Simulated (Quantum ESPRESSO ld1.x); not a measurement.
Species: Co II. Configuration: [Ar] 3d8 (the NIST ground configuration). Method: scalar-relativistic Kohn-Sham, LDA (Slater exchange, Perdew-Wang correlation), spin-polarised, spherical densities, point nucleus; open shells are filled with parallel spins first; computed with ld1.x of Quantum ESPRESSO 7.5.

X-ray form factor f0, the Fourier transform of the density (f0(0) = 26):

sin(theta)/lambda (1/angstrom)  f0 (electrons)
0.05                                    25.623
0.1                                     24.581
0.15                                    23.086
0.2                                     21.361
0.25                                    19.572
0.3                                     17.828
0.4                                     14.698
0.5                                     12.189
0.6                                     10.301
0.8                                      7.969
1                                        6.743
1.25                                     5.761
1.5                                      4.914
2                                        3.406
